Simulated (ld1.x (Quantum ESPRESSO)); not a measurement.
# What one change does to a pseudopotential (Mo (Z = 42), TM)

```
Element                 : molybdenum (Mo)
Generator               : ld1.x (Quantum ESPRESSO) 7.5
Type                    : norm-conserving Troullier–Martins (Kleinman–Bylander form)
Functional              : PBE
Relativity              : fully relativistic
Frozen core             : [Ar] 3d10 4s2
Valence charge          : 12
Reference configuration : 4p6 4d5 5s1 5p0
Partial waves           : 5s (bound): rc 2.20 bohr; 4p (bound): rc 1.15 bohr; 4d (bound): rc 1.40 bohr
Local potential         : the d channel
Core correction         : none
```

Open shells are filled in proportion to 2j + 1 (rel_dist='average').

Change: local potential the p channel.

Cutoffs: the cutoffs (Ry, on a coarse ladder) from which the occupation-weighted sum of valence levels, in a spherical-Bessel basis at the reference potential, stays within 10 and 1 mRy of its value at 400 Ry; they do not see the model core or the augmentation charge, which bear on the density cutoff. Errors are all-electron minus pseudo energies relative to the spin-unpolarised reference configuration.

What does the change do?

The potential gets neither clearly harder nor softer (90 Ry and 140 Ry → 90 Ry and 140 Ry); both files keep a bound ghost (s); the miss of the reference levels goes from 0.12 to 1.68 eV; of the 7 tests that both files solve, the error grows in 2 and shrinks in 0 by more than 15 % and 0.3 meV (median size 5.2 → 17.1 meV); the range in which the d3/2 phases agree narrows (upper end at the end of the scan → 3.0). In the base the local d channel has no projectors, so it cannot carry the spin–orbit splitting, and the file is wrong for that shell. In the changed file the local p channel has no projectors, so it cannot carry the spin–orbit splitting, and the file is wrong for that shell.

| quantity | base | changed |
| --- | --- | --- |
| cutoff, loose | 90 Ry | 90 Ry |
| cutoff, tight | 140 Ry | 140 Ry |
| loose cutoff by channel (10 mRy a level) | s 12 Ry, p 55 Ry, d 35 Ry | s 12 Ry, d 35 Ry, p 50 Ry |
| bound ghosts | s | s |
| largest miss of a reference level, eV | 0.12 | 1.68 |
| error for 4p6 4d5 5s0 5p0, meV [ΔE 6.89 eV] | -3.4 | -3.1 |
| error for 4p6 4d4 5s0 5p0, meV [ΔE 22.35 eV] | +16 | +17 |
| error for 4p6 4d3 5s0 5p0, meV [ΔE 49.09 eV] | +45 | +49 |
| error for 4p6 4d5 5s0.5 5p0, meV [ΔE 2.73 eV] | -0.8 | -1.0 |
| error for 4p5 4d5 5s1 5p0, meV [ΔE 44.01 eV] | -15 | -61 |
| error for 4p6 4d5 5s0 5p1, meV [ΔE 3.14 eV] | -4.2 | +4.5 |
| error for 4p6 4d4 5s1 5p0, meV [ΔE 8.06 eV] | +5.2 | -29 |
| s: phases at 2.41 bohr within 0.05 rad from the reference energy up to (Ry; the scan ends near 5) | 0.4 | 0.2 |
| p1/2: phases at 2.41 bohr within 0.05 rad from the reference energy up to (Ry; the scan ends near 5) | to the end of the scan | n/a |
| p3/2: phases at 2.41 bohr within 0.05 rad from the reference energy up to (Ry; the scan ends near 5) | to the end of the scan | n/a |
| d3/2: phases at 2.41 bohr within 0.05 rad from the reference energy up to (Ry; the scan ends near 5) | to the end of the scan | 3.0 |
| d5/2: phases at 2.41 bohr within 0.05 rad from the reference energy up to (Ry; the scan ends near 5) | 3.3 | 3.0 |

 A true bound ghost makes a file unfit for plane-wave use even where its test errors are small: the radial tests pick states by their node count and pass the ghost by.
